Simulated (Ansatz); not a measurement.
Steps of a relaxation of CH$_{5}$BO$_{3}$, SMILES `COB(O)O` with RKS PBE-D4/def2-SVP.

```sh
$ ansatz run in.yaml --threads 4 --pin off --events-out ev --progress --plain --max-ram 10444MiB
```

```yaml
crystal:
  periodic: [false, false, false]
  atoms:
    - {symbol: C, position_ang: [-0.797600, -0.701800, -0.990400]}
    - {symbol: O, position_ang: [-0.113500, -1.037500, 0.135700]}
    - {symbol: B, position_ang: [0.494500, 0.167800, 0.689400]}
    - {symbol: O, position_ang: [-0.096000, 0.964200, 1.713600]}
    - {symbol: O, position_ang: [1.875000, 0.541000, 0.264600]}
    - {symbol: H, position_ang: [-1.661400, 0.075300, -0.747900]}
    - {symbol: H, position_ang: [-0.160300, -0.235600, -1.793700]}
    - {symbol: H, position_ang: [-1.290100, -1.546000, -1.429400]}
    - {symbol: H, position_ang: [0.098000, 0.559300, 2.620800]}
    - {symbol: H, position_ang: [1.734500, 1.162100, -0.459700]}
basis:
  gaussian: {orbitals: def2-SVP}
hamiltonian: {xc: pbe, dispersion: d4}
relax: {f_tol: 0.03, max_steps: 200}
```

Positions (Å) and forces (eV/Å) along the path, 10 of 10 steps:

```xyz
10
step=1 energy=-7923.1246 eV
C    -0.798   -0.702   -0.990   -1.839    2.637   -0.954
O    -0.114   -1.038    0.136    1.894    1.780    2.470
B     0.494    0.168    0.689    1.772   -0.364    0.506
O    -0.096    0.964    1.714    0.787   -1.901    0.081
O     1.875    0.541    0.265   -2.938   -1.056    0.759
H    -1.661    0.075   -0.748    1.065   -0.977   -0.522
H    -0.160   -0.236   -1.794   -0.075   -0.093    0.108
H    -1.290   -1.546   -1.429   -0.528   -1.194   -0.489
H     0.098    0.559    2.621   -0.455    0.672   -1.465
H     1.734    1.162   -0.460    0.317    0.495   -0.494
10
step=2 energy=-7923.5409 eV
C    -0.797   -0.661   -0.968   -0.875    0.846   -0.695
O    -0.087   -1.005    0.177    0.902    0.786    1.300
B     0.584    0.106    0.757    0.514    0.575   -1.422
O    -0.059    0.937    1.683    0.804   -1.193    0.796
O     1.856    0.518    0.203   -1.724   -0.615    0.626
H    -1.632    0.095   -0.774    0.535   -0.433    0.005
H    -0.156   -0.224   -1.780    0.032   -0.080    0.144
H    -1.290   -1.543   -1.401   -0.059   -0.381   -0.041
H    -0.008    0.547    2.597   -0.366    0.451   -0.827
H     1.673    1.179   -0.492    0.236    0.042    0.113
10
step=3 energy=-7923.7646 eV
C    -0.837   -0.651   -0.972    0.224   -0.867   -0.444
O    -0.091   -0.913    0.209   -0.306    0.043   -0.141
B     0.606    0.170    0.726    0.189    0.120   -0.456
O     0.020    0.945    1.710    0.564   -0.541    1.313
O     1.861    0.496    0.191   -0.815    0.761   -0.663
H    -1.653    0.080   -0.837   -0.229    0.237    0.310
H    -0.201   -0.271   -1.812    0.066   -0.071    0.143
H    -1.310   -1.605   -1.337    0.253    0.375    0.245
H    -0.084    0.441    2.566   -0.286    0.579   -1.088
H     1.772    1.259   -0.441    0.341   -0.635    0.782
10
step=4 energy=-7924.1220 eV
C    -0.830   -0.658   -0.967    0.456   -0.540   -0.279
O    -0.203   -0.882    0.291   -0.234    0.106    0.037
B     0.599    0.166    0.727   -0.004    0.097   -0.407
O     0.200    0.938    1.798    0.494   -0.513    0.967
O     1.769    0.465    0.029   -0.679    0.643   -0.566
H    -1.627    0.109   -0.913   -0.215    0.109    0.156
H    -0.104   -0.320   -1.750    0.006   -0.073    0.154
H    -1.283   -1.609   -1.334    0.061    0.166    0.160
H    -0.164    0.397    2.544   -0.171    0.476   -0.843
H     1.727    1.342   -0.421    0.286   -0.471    0.621
10
step=5 energy=-7924.2832 eV
C    -0.851   -0.666   -0.970    0.637   -1.040   -0.098
O    -0.260   -0.808    0.330   -0.488    0.159   -0.352
B     0.615    0.198    0.702   -0.129    0.025    0.335
O     0.378    0.909    1.870   -1.192   -1.816    1.460
O     1.719    0.456   -0.086   -0.214    2.608   -0.957
H    -1.637    0.105   -0.985   -0.326    0.238    0.129
H    -0.094   -0.397   -1.750   -0.063   -0.048    0.229
H    -1.305   -1.651   -1.274    0.156    0.461    0.204
H    -0.271    0.342    2.470    1.470    1.654   -1.770
H     1.789    1.462   -0.303    0.149   -2.240    0.821
10
step=6 energy=-7924.6531 eV
C    -0.838   -0.681   -0.988    0.219   -0.523   -0.024
O    -0.387   -0.732    0.371   -0.119    0.293   -0.380
B     0.560    0.219    0.707    0.001   -0.080    0.170
O     0.489    0.837    1.941   -0.596   -0.945    0.587
O     1.561    0.506   -0.198   -0.016    1.575   -0.279
H    -1.604    0.111   -1.121   -0.144    0.034    0.049
H    -0.006   -0.469   -1.701   -0.089   -0.073    0.192
H    -1.292   -1.661   -1.261    0.043    0.161    0.102
H    -0.187    0.340    2.496    0.741    0.836   -0.784
H     1.786    1.479   -0.242   -0.041   -1.278    0.366
10
step=7 energy=-7924.8596 eV
C    -0.875   -0.715   -1.019    0.277   -0.036   -0.080
O    -0.448   -0.605    0.327   -0.169   -0.044    0.180
B     0.553    0.269    0.687   -0.021   -0.063   -0.121
O     0.574    0.761    1.973   -0.256   -0.391    0.314
O     1.516    0.620   -0.236   -0.027    0.941   -0.028
H    -1.633    0.066   -1.247   -0.082   -0.030   -0.026
H    -0.023   -0.576   -1.719   -0.064   -0.054   -0.051
H    -1.332   -1.713   -1.193    0.052    0.078    0.089
H    -0.134    0.322    2.504    0.372    0.388   -0.383
H     1.885    1.521   -0.074   -0.082   -0.789    0.107
10
step=8 energy=-7924.9785 eV
C    -0.865   -0.719   -1.036   -0.483   -0.096    0.132
O    -0.557   -0.506    0.339    0.396    0.190   -0.425
B     0.502    0.313    0.660    0.069   -0.066    0.262
O     0.681    0.667    1.982   -0.189   -0.006   -0.027
O     1.384    0.757   -0.297    0.028    0.312    0.023
H    -1.650    0.005   -1.350    0.016   -0.026   -0.084
H    -0.008   -0.619   -1.737    0.096    0.008    0.266
H    -1.295   -1.737   -1.126    0.025   -0.042   -0.102
H    -0.077    0.335    2.501    0.145    0.032    0.003
H     1.969    1.452    0.068   -0.103   -0.307   -0.049
10
step=9 energy=-7925.0175 eV
C    -0.894   -0.718   -1.042   -0.008   -0.037   -0.015
O    -0.594   -0.425    0.311   -0.003    0.018    0.010
B     0.485    0.351    0.655   -0.035    0.030   -0.052
O     0.683    0.678    1.977   -0.008   -0.009    0.037
O     1.360    0.808   -0.301   -0.022    0.005   -0.008
H    -1.721   -0.071   -1.409    0.005    0.041    0.007
H    -0.016   -0.575   -1.705    0.009    0.014   -0.008
H    -1.234   -1.770   -1.119    0.008   -0.048    0.017
H    -0.032    0.308    2.526    0.007   -0.011    0.012
H     2.046    1.361    0.110    0.047   -0.003    0.001
10
step=10 energy=-7925.0197 eV
C    -0.896   -0.717   -1.043   -0.007   -0.011   -0.021
O    -0.613   -0.395    0.307    0.009    0.013    0.006
B     0.474    0.370    0.653   -0.015    0.000   -0.005
O     0.682    0.674    1.980    0.002    0.003    0.006
O     1.349    0.828   -0.303    0.006    0.001   -0.001
H    -1.728   -0.086   -1.426    0.007    0.000    0.004
H    -0.014   -0.570   -1.701   -0.001    0.004    0.003
H    -1.217   -1.778   -1.103    0.002    0.001    0.007
H    -0.022    0.286    2.530    0.005   -0.004   -0.003
H     2.068    1.337    0.109   -0.009   -0.007    0.002
```

Run time 8 s (4 threads of an Arm Neoverse V2 on a shared host); peak host memory 0.13 GiB.
